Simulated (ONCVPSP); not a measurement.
**arsenic: excitation energies, all-electron against ONCV**

- Element: As (Z = 33)
- Generator: ONCVPSP 4.0.1
- Type: optimised norm-conserving Vanderbilt (ONCV)
- Functional: PBEsol
- Relativity: fully relativistic
- Frozen core: [Ne]
- Valence charge: 23
- Reference configuration: 3s2 3p6 3d10 4s2 4p3
- Partial waves: 3s+4s: rc 1.15 bohr, ncon 3, nbas 8, qcut 10.1 1/bohr, 2 projectors; 3p+4p: rc 1.20 bohr, ncon 4, nbas 8, qcut 11.5 1/bohr, 2 projectors; 3d: rc 1.00 bohr, ncon 4, nbas 9, qcut 13.6 1/bohr, 2 projectors, debl 3.5 Ha
- Local potential: polynomial inside 0.65 bohr (lpopt 4, dvloc0 6 Ha)
- Core correction: Teter function, fcfact 4.5, rcfact 1.4

Open shells are filled in proportion to 2j + 1.

Energies are relative to the spin-unpolarised reference configuration 3s2 3p6 3d10 4s2 4p3; without spin polarisation the order of configurations can differ from experiment.

```
valence configuration  charge  ΔE all-electron (eV)  error AE − PS (meV)
 3s2 3p6 3d10 4s2 4p1      +2                27.107                 +1.2
 3s2 3p6 3d10 4s2 4p0      +3                54.835                 +2.6
 3s2 3p6 3d10 4s1 4p3      +1                19.271                 -0.8
```

**Question.** What are ΔE and the potential's error for 3s2 3p6 3d10 4s2 4p2?

**Answer.** ΔE = 9.161 eV all-electron; the error (AE − PS) is +0.4 meV.

Levels in the configuration 3s2 3p6 3d10 4s1 4p3:

| level | all-electron (eV) | pseudo (eV) |
| --- | --- | --- |
| 3s j=1/2 | -201.333 | -201.385 |
| 3p j=3/2 | -143.275 | -143.292 |
| 3p j=1/2 | -148.301 | -148.320 |
| 3d j=5/2 | -51.757 | -51.769 |
| 3d j=3/2 | -52.488 | -52.499 |
| 4s j=1/2 | -24.279 | -24.282 |
| 4p j=3/2 | -13.964 | -13.964 |
| 4p j=1/2 | -14.317 | -14.316 |
